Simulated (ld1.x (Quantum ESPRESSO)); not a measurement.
# PBE TM dataset for N, fully relativistic all-electron reference.

ld1.x (Quantum ESPRESSO) 7.5 was run on this input:

```
&input
   title='N', zed=7., rel=2, dft='PBE', iswitch=3,
   config='[He] 2s1.75 2p3.25 3d-2', rel_dist='average',
   nld=5, rlderiv=1.80, eminld=-3.0, emaxld=5.0, deld=0.02
 /
 &inputp
   pseudotype=2, tm=.true., lloc=2,
   nlcc=.false.,
   file_pseudopw='N.UPF', file_wfcaegen='ae.wfc', file_wfcncgen='nc.wfc', file_beta='beta', file_chi='chi'
 /
3
2S  1  0   1.75   0.00  0.90  0.90  0.0
2P  2  1   3.25   0.00  1.55  1.55  0.0
3D  3  2  -2.00   0.05  1.65  1.65  0.0
 &test
   configts(1)='2s1.75 2p3.25'
 /
```

Command:

```bash
ld1.x < N.in > N.out
```

The program printed (shortened: banner, matrices, multipoles, cross overlaps and the repeated all-electron block are left out):

```
Program LD1 v.7.5
     --------------------------- All-electron run ----------------------------

     N
     dirac relativistic calculation

     atomic number is  7.00
     dft =PBE   lsd =0 sic =0 latt =0  beta=0.20 tr2=1.0E-14
     Exchange-correlation= PBE
                           (   1   4   3   4   0   0   0)
     mesh =1085 r(mesh) =  99.89202 a.u. xmin = -7.00 dx = 0.01250
     1 Ry =  13.60569312 eV, c = 137.03599908

     n l j   nl                  e(Ry)          e(Ha)          e(eV)
     Spin orbit split results
     1 0 0.5 1S 1( 2.00)       -28.2916       -14.1458      -384.9272
     2 0 0.5 2S 1( 1.75)        -1.3743        -0.6872       -18.6986
     2 1 0.5 2P 1( 1.08)        -0.5300        -0.2650        -7.2110
     2 1 1.5 2P 1( 2.17)        -0.5286        -0.2643        -7.1918
     Averaged results
     1 0     1S 1( 2.00)       -28.2916       -14.1458      -384.9272
     2 0     2S 1( 1.75)        -1.3743        -0.6872       -18.6986
     2 1     2P 1( 3.25)        -0.5291        -0.2645        -7.1982

     final scf error:  1.6E-15 reached in  26 iterations

     Etot =    -108.695366 Ry,     -54.347683 Ha,   -1478.875792 eV

     Ekin =     108.484522 Ry,      54.242261 Ha,    1476.007119 eV
     Encl =    -255.761828 Ry,    -127.880914 Ha,   -3479.816948 eV
     Eh   =      51.682900 Ry,      25.841450 Ha,     703.181671 eV
     Exc  =     -13.100960 Ry,      -6.550480 Ha,    -178.247635 eV

     normalization and overlap integrals

     s(1S/1S) =  1.000000  <r> =   0.2297  <r2> =    0.0714  r(max) =   0.1483
     s(2S/2S) =  1.000000  <r> =   1.3187  <r2> =    2.1119  r(max) =   1.0167
     s(2P/2P) =  1.000000  <r> =   1.4792  <r2> =    2.8975  r(max) =   0.9671
     s(2P/2P) =  1.000000  <r> =   1.4810  <r2> =    2.9046  r(max) =   0.9793

     ------------------------ End of All-electron run ------------------------

     --------------------- Generating NC pseudopotential ---------------------

      Generating local pot.: lloc=2, j= 1.50, matching radius rcloc =   1.6500

      Generating local pot.: lloc=2, j= 2.50, matching radius rcloc =   1.6500

     Fully relativistic calculation: |psi|^2

     Wfc 2S LC norm =  0.99993670 SC norm =  0.00005987 missing  0.00000343

     Wfc 2P LC norm =  0.99995126 SC norm =  0.00004852 missing  0.00000022

     Wfc 2P LC norm =  0.99995134 SC norm =  0.00004266 missing  0.00000600

      Wfc   2S  rcut= 0.909  Using Troullier-Martins method

      Wfc   2P  rcut= 1.536  Using Troullier-Martins method

      Wfc   2P  rcut= 1.536  Using Troullier-Martins method

     ------------------- End of pseudopotential generation -------------------

     Computing logarithmic derivative in   1.79564
     Computing logarithmic derivative in   1.79564
     Computing the partial wave expansion
     R is outside the sphere for l=    0 j= 0.50
     R is outside the sphere for l=    1 j= 0.50
     R is outside the sphere for l=    1 j= 1.50
       no projector for channel:   2
       no projector for channel:   2

     ---------------------- Testing the pseudopotential ----------------------

     N
     dirac relativistic calculation

     atomic number is  7.00   valence charge is  5.00
     dft =PBE   lsd =0 sic =0 latt =0  beta=0.20 tr2=1.0E-14
     mesh =1085 r(mesh) =  99.89202 xmin = -7.00 dx = 0.01250

     n l  j  nl             e AE (Ry)       e PS (Ry)    De AE-PS (Ry)
     1 0 0.5 2S   1( 1.75)       -1.37432       -1.37434        0.00002
     2 1 0.5 2P   1( 1.08)       -0.53000       -0.53000       -0.00000
     2 1 1.5 2P   1( 2.17)       -0.52859       -0.52860        0.00001

     eps = 6.8E-15  iter =  7

     Etot =    -108.695366 Ry,     -54.347683 Ha,   -1478.875792 eV
     Etotps =   -19.016857 Ry,      -9.508428 Ha,    -258.737518 eV

     Ekin =      12.889404 Ry,       6.444702 Ha,     175.369273 eV
     Encl =     -42.789295 Ry,     -21.394648 Ha,    -582.178017 eV
     Ehrt =      16.188431 Ry,       8.094216 Ha,     220.254828 eV
     Ecxc =      -4.432258 Ry,      -2.216129 Ha,     -60.303946 eV
     Epseu=      -0.873139 Ry,      -0.436569 Ha,     -11.879655 eV

     ---------------------- End of pseudopotential test ----------------------
```

Generation and configuration tests took about 1.2 s on one core of a shared server CPU.

Transferability test of the new file with ld1.x, input:

```
&input
   title='N', zed=7., rel=2, dft='PBE', iswitch=2,
   config='[He] 2s1.75 2p3.25 3d-2', rel_dist='average'
 /
 &test
   file_pseudo='N.UPF', nconf=8,
   configts(1)='2s1.75 2p3.25',
   configts(2)='2s2 2p3',
   configts(3)='2s2 2p2',
   configts(4)='2s2 2p1',
   configts(5)='2s1 2p3',
   configts(6)='2s0 2p5',
   configts(7)='2s2 2p2.5',
   configts(8)='2s1 2p0'
 /
```

```bash
ld1.x < N.test.in > N.test.out
```

Pseudopotential blocks of its output, shortened (energy terms left out):

```
     ---------------------- Testing the pseudopotential ----------------------

     n l  j  nl             e AE (Ry)       e PS (Ry)    De AE-PS (Ry)
     1 0 0.5 2S   1( 1.75)       -1.37432       -1.37434        0.00002
     2 1 0.5 2P   1( 1.08)       -0.53000       -0.53000       -0.00000
     2 1 1.5 2P   1( 2.17)       -0.52859       -0.52860        0.00001

     eps = 8.0E-16  iter =  9

     Etot =    -108.695366 Ry,     -54.347683 Ha,   -1478.875791 eV
     Etotps =   -19.016856 Ry,      -9.508428 Ha,    -258.737511 eV

     ---------------------- End of pseudopotential test ----------------------

          ---------------------- Testing the pseudopotential ----------------------

     n l  j  nl             e AE (Ry)       e PS (Ry)    De AE-PS (Ry)
     1 0 0.5 2S   1( 2.00)       -1.36579       -1.36569       -0.00010
     2 1 0.5 2P   1( 1.00)       -0.52202       -0.52168       -0.00034
     2 1 1.5 2P   1( 2.00)       -0.52061       -0.52028       -0.00033

     eps = 6.5E-15  iter = 13

     Etot =    -108.906616 Ry,     -54.453308 Ha,   -1481.749995 eV
     Etotps =   -19.228134 Ry,      -9.614067 Ha,    -261.612092 eV
     dEtot_ae =      -0.211250 Ry
     dEtot_ps =      -0.211278 Ry,   Delta E=       0.000028 Ry

     ---------------------- End of pseudopotential test ----------------------

          ---------------------- Testing the pseudopotential ----------------------

     n l  j  nl             e AE (Ry)       e PS (Ry)    De AE-PS (Ry)
     1 0 0.5 2S   1( 2.00)       -2.38588       -2.38519       -0.00069
     2 1 0.5 2P   1( 0.67)       -1.52170       -1.51733       -0.00438
     2 1 1.5 2P   1( 1.33)       -1.51994       -1.51560       -0.00434

     eps = 8.4E-15  iter = 13

     Etot =    -107.907662 Ry,     -53.953831 Ha,   -1468.158535 eV
     Etotps =   -18.230900 Ry,      -9.115450 Ha,    -248.044029 eV
     dEtot_ae =       0.787704 Ry
     dEtot_ps =       0.785956 Ry,   Delta E=       0.001747 Ry

     ---------------------- End of pseudopotential test ----------------------

          ---------------------- Testing the pseudopotential ----------------------

     n l  j  nl             e AE (Ry)       e PS (Ry)    De AE-PS (Ry)
     1 0 0.5 2S   1( 2.00)       -3.61312       -3.60555       -0.00757  !
     2 1 0.5 2P   1( 0.33)       -2.75845       -2.73617       -0.02229  !
     2 1 1.5 2P   1( 0.67)       -2.75626       -2.73408       -0.02218  !

     eps = 8.8E-15  iter = 22

     Etot =    -105.786949 Ry,     -52.893475 Ha,   -1439.304767 eV
     Etotps =   -16.121670 Ry,      -8.060835 Ha,    -219.346489 eV
     dEtot_ae =       2.908417 Ry
     dEtot_ps =       2.895187 Ry,   Delta E=       0.013230 Ry

     ---------------------- End of pseudopotential test ----------------------

          ---------------------- Testing the pseudopotential ----------------------

     n l  j  nl             e AE (Ry)       e PS (Ry)    De AE-PS (Ry)
     1 0 0.5 2S   1( 1.00)       -2.39415       -2.39698        0.00282
     2 1 0.5 2P   1( 1.00)       -1.52896       -1.52985        0.00090
     2 1 1.5 2P   1( 2.00)       -1.52720       -1.52812        0.00092

     eps = 4.3E-15  iter = 11

     Etot =    -107.041775 Ry,     -53.520887 Ha,   -1456.377538 eV
     Etotps =   -17.362316 Ry,      -8.681158 Ha,    -236.226346 eV
     dEtot_ae =       1.653591 Ry
     dEtot_ps =       1.654540 Ry,   Delta E=      -0.000949 Ry

     ---------------------- End of pseudopotential test ----------------------

          ---------------------- Testing the pseudopotential ----------------------

     n l  j  nl             e AE (Ry)       e PS (Ry)    De AE-PS (Ry)
     1 0 0.5 2S   1( 0.00)       -1.42866       -1.42899        0.00033
     2 1 0.5 2P   1( 1.67)       -0.58108       -0.58260        0.00152
     2 1 1.5 2P   1( 3.33)       -0.57965       -0.58116        0.00151

     eps = 7.4E-15  iter = 11

     Etot =    -107.213133 Ry,     -53.606566 Ha,   -1458.708986 eV
     Etotps =   -17.535655 Ry,      -8.767827 Ha,    -238.584741 eV
     dEtot_ae =       1.482233 Ry
     dEtot_ps =       1.481201 Ry,   Delta E=       0.001032 Ry

     ---------------------- End of pseudopotential test ----------------------

          ---------------------- Testing the pseudopotential ----------------------

     n l  j  nl             e AE (Ry)       e PS (Ry)    De AE-PS (Ry)
     1 0 0.5 2S   1( 2.00)       -1.84631       -1.84625       -0.00005
     2 1 0.5 2P   1( 0.83)       -0.98912       -0.98769       -0.00143
     2 1 1.5 2P   1( 1.67)       -0.98754       -0.98613       -0.00141

     eps = 8.0E-16  iter = 18

     Etot =    -108.532252 Ry,     -54.266126 Ha,   -1476.656509 eV
     Etotps =   -18.854153 Ry,      -9.427076 Ha,    -256.523814 eV
     dEtot_ae =       0.163114 Ry
     dEtot_ps =       0.162704 Ry,   Delta E=       0.000410 Ry

     ---------------------- End of pseudopotential test ----------------------

          ---------------------- Testing the pseudopotential ----------------------

     n l  j  nl             e AE (Ry)       e PS (Ry)    De AE-PS (Ry)
     1 0 0.5 2S   1( 1.00)       -6.43644       -6.38421       -0.05223  !
     2 1 0.5 2P   1( 0.00)       -5.70338       -5.56635       -0.13703  !
     2 1 1.5 2P   1( 0.00)       -5.70016       -5.56358       -0.13657  !

     eps = 7.8E-15  iter =  8

     Etot =     -96.606879 Ry,     -48.303439 Ha,   -1314.403548 eV
     Etotps =    -7.027213 Ry,      -3.513606 Ha,     -95.610100 eV
     dEtot_ae =      12.088487 Ry
     dEtot_ps =      11.989644 Ry,   Delta E=       0.098843 Ry

     ---------------------- End of pseudopotential test ----------------------
```
